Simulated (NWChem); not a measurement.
System: CH₇BGeO; SMILES CO[BH][GeH3]

Here is an NWChem input.

```
start job
memory heap 200 mb stack 900 mb global 1100 mb
geometry units angstroms noautoz
  B      0.545975     0.659323     0.000177
  Ge    -0.077960    -1.317016    -0.000628
  H      0.469937    -2.065289    -1.237330
  H      0.473691    -2.067688     1.232932
  H     -1.612054    -1.478308     0.001491
  H      1.728118     0.956741     0.000391
  O     -0.377235     1.628394     0.000296
  C     -0.061594     3.002277     0.001064
  H      1.028345     3.165872    -0.000624
  H     -0.503673     3.473100    -0.889755
  H     -0.500612     3.471486     0.894258
end
basis spherical
  * library def2-svp
end
dft
  xc b3lyp
  iterations 150
  vectors input atomic output neutral.movecs
end
task dft energy
charge 1
dft
  odft
  mult 2
  vectors input atomic output cation.movecs
end
task dft energy
```

Excerpt of the output:

```
             Northwest Computational Chemistry Package (NWChem) 7.3.0
             --------------------------------------------------------

 CS  symmetry detected

                             Geometry "geometry" -> ""
                             -------------------------

 Output coordinates in angstroms (scale by  1.889725989 to convert to a.u.)

  No.       Tag          Charge          X              Y              Z
 ---- ---------------- ---------- -------------- -------------- --------------
    1 B                    5.0000     0.58083641     0.70052708     0.00000000
    2 Ge                  32.0000    -0.04083159    -1.27652636     0.00000000
    3 H                    1.0000     0.50980137    -2.02536838    -1.23513103
    4 H                    1.0000     0.50980137    -2.02536838     1.23513103
    5 H                    1.0000    -1.57473921    -1.43957685     0.00000000
    6 H                    1.0000     1.76263753     0.99930070     0.00000000
    7 O                    8.0000    -0.34348441     1.66853862     0.00000000
    8 C                    6.0000    -0.02941924     3.04278290     0.00000000
    9 H                    1.0000     1.06033111     3.20762716     0.00000000
   10 H                    1.0000    -0.47050632     3.51229375    -0.89200647
   11 H                    1.0000    -0.47050632     3.51229375     0.89200647

 Effective nuclear repulsion energy (a.u.)     233.8892745111

      Symmetry information
      --------------------

 Group name             Cs
 Group number              2
 Group order               2
 No. of unique centers     9

                                 NWChem DFT Module
                                 -----------------

 Summary of "ao basis" -> "ao basis" (spherical)
 ------------------------------------------------------------------------------
       Tag                 Description            Shells   Functions and Types
 ---------------- ------------------------------  ------  ---------------------
 B                          def2-svp                 6       14   3s2p1d
 Ge                         def2-svp                12       32   5s4p3d
 H                          def2-svp                 3        5   2s1p
 O                          def2-svp                 6       14   3s2p1d
 C                          def2-svp                 6       14   3s2p1d

      Symmetry analysis of basis
      --------------------------

        a'         74
        a"         35

            General Information
            -------------------
          SCF calculation type: DFT
          Wavefunction type:  closed shell.
          No. of atoms     :    11
          No. of electrons :    58
           Alpha electrons :    29
            Beta electrons :    29
          Charge           :     0
          Spin multiplicity:     1
          Use of symmetry is: on ; symmetry adaption is: on
          Maximum number of iterations: 150
          AO basis - number of functions:   109
                     number of shells:    51
          Convergence on energy requested:  1.00D-06
          Convergence on density requested:  1.00D-05
          Convergence on gradient requested:  5.00D-04

              XC Information
              --------------
                         B3LYP Method XC Potential
                     Hartree-Fock (Exact) Exchange  0.200
                        Slater Exchange Functional  0.800 local
                    Becke 1988 Exchange Functional  0.720 non-local
              Lee-Yang-Parr Correlation Functional  0.810
                  VWN I RPA Correlation Functional  0.190 local

             Grid Information
             ----------------
          Grid used for XC integration:  medium
          Radial quadrature: Mura-Knowles
          Angular quadrature: Lebedev.
          Tag              B.-S. Rad. Rad. Pts. Rad. Cut. Ang. Pts.
          ---              ---------- --------- --------- ---------
          B                   0.85       49          10.0       434
          Ge                  1.25      112          12.0       590
          H                   0.35       45          14.0       434
          O                   0.60       49          11.0       434
          C                   0.70       49          12.0       434
          Grid pruning is: on
          Number of quadrature shells:   484
          Spatial weights used:  Erf1

      Superposition of Atomic Density Guess
      -------------------------------------

 Sum of atomic energies:       -2215.35840249

      Non-variational initial energy
      ------------------------------

 Total energy =   -2217.214923
 1-e energy   =   -3549.071442
 2-e energy   =    1097.967245
 HOMO         =      -0.293627
 LUMO         =      -0.006972

      Symmetry analysis of molecular orbitals - initial
      -------------------------------------------------

  Numbering of irreducible representations:

     1 a'          2 a"

  Orbital symmetries:

     1 a'          2 a'          3 a'          4 a'          5 a"
     6 a'          7 a'          8 a'          9 a'         10 a'
    11 a'         12 a"         13 a'         14 a'         15 a"
    16 a'         17 a"         18 a'         19 a'         20 a'
    21 a'         22 a'         23 a"         24 a'         25 a'
    26 a"         27 a'         28 a"         29 a'         30 a"
    31 a'         32 a'         33 a'         34 a'         35 a"
    36 a'         37 a"         38 a'         39 a'

   convergence    iter        energy       DeltaE   RMS-Dens  Diis-err
 ---------------- ----- ----------------- --------- --------- ---------
 d= 0,ls=0.0,diis     1  -2219.0329384427 -2.45D+03  9.04D-03  4.52D-01
 d= 0,ls=0.0,diis     2  -2219.0278291455  5.11D-03  4.92D-03  6.65D-01
 d= 0,ls=0.0,diis     3  -2219.0876096967 -5.98D-02  1.43D-03  5.94D-02
 d= 0,ls=0.0,diis     4  -2219.0926223001 -5.01D-03  4.77D-04  4.62D-03
 d= 0,ls=0.0,diis     5  -2219.0930961752 -4.74D-04  1.12D-04  1.66D-04
  Resetting Diis
 d= 0,ls=0.0,diis     6  -2219.0931187664 -2.26D-05  2.33D-05  4.97D-06
 d= 0,ls=0.0,diis     7  -2219.0931194919 -7.26D-07  1.32D-05  5.16D-07
 d= 0,ls=0.0,diis     8  -2219.0931194887  3.17D-09  6.50D-06  5.68D-07

         Total DFT energy =    -2219.093119488699
      One electron energy =    -3552.237931009962
           Coulomb energy =     1199.017178673191
    Exchange-Corr. energy =      -99.761641662985
 Nuclear repulsion energy =      233.889274511057

 Numeric. integr. density =       58.000003190039

                  Occupations of the irreducible representations
                  ----------------------------------------------

                     irrep           alpha         beta
                     --------     --------     --------
                     a'               22.0         22.0
                     a"                7.0          7.0

                       DFT Final Molecular Orbital Analysis
                       ------------------------------------

 Vector   27  Occ=2.000000D+00  E=-3.232008D-01  Symmetry=a'
              MO Center= -5.3D-01, -1.5D+00,  5.4D-13, r^2= 2.5D+00
   Bfn.  Coefficient  Atom+Function         Bfn.  Coefficient  Atom+Function
  ----- ------------  ---------------      ----- ------------  ---------------
    57      0.365509   5 H  s                26     -0.303400   2 Ge px
    58      0.210278   5 H  s                47     -0.196586   3 H  s
    52     -0.196586   4 H  s                23      0.183654   2 Ge px
    29     -0.179890   2 Ge px               48     -0.117257   3 H  s
    53     -0.117257   4 H  s                27      0.108015   2 Ge py

 Vector   28  Occ=2.000000D+00  E=-3.220588D-01  Symmetry=a"
              MO Center=  2.2D-01, -1.1D+00, -5.4D-13, r^2= 4.5D+00
   Bfn.  Coefficient  Atom+Function         Bfn.  Coefficient  Atom+Function
  ----- ------------  ---------------      ----- ------------  ---------------
    47     -0.297717   3 H  s                52      0.297717   4 H  s
    28      0.292877   2 Ge pz               72     -0.229358   7 O  pz
    31      0.178959   2 Ge pz               48     -0.178389   3 H  s
    53      0.178389   4 H  s                25     -0.177086   2 Ge pz
    75     -0.166371   7 O  pz               86      0.098581   8 C  pz

 Vector   29  Occ=2.000000D+00  E=-2.715630D-01  Symmetry=a'
              MO Center=  3.1D-01,  1.5D-02,  4.0D-15, r^2= 3.3D+00
   Bfn.  Coefficient  Atom+Function         Bfn.  Coefficient  Atom+Function
  ----- ------------  ---------------      ----- ------------  ---------------
    27      0.304016   2 Ge py                5      0.277440   1 B  py
    63     -0.236890   6 H  s                62     -0.232749   6 H  s
     4      0.225484   1 B  px               30      0.206724   2 Ge py
    70      0.201831   7 O  px               24     -0.174299   2 Ge py
    18      0.163771   2 Ge s                73      0.154550   7 O  px

 Vector   30  Occ=0.000000D+00  E=-3.466209D-02  Symmetry=a"
              MO Center=  4.4D-01,  4.5D-01, -3.8D-15, r^2= 3.1D+00
   Bfn.  Coefficient  Atom+Function         Bfn.  Coefficient  Atom+Function
  ----- ------------  ---------------      ----- ------------  ---------------
     9      0.525881   1 B  pz                6     -0.475250   1 B  pz
    75     -0.294020   7 O  pz               48      0.285417   3 H  s
    53     -0.285417   4 H  s                72     -0.285260   7 O  pz
    31      0.260748   2 Ge pz               47      0.122961   3 H  s
    52     -0.122961   4 H  s               101     -0.116112  10 H  s

[...]
```

Level: B3LYP/def2-SVP, vertical spin-unrestricted ions. Structure relaxed at the PBE0/def2-SVP level.
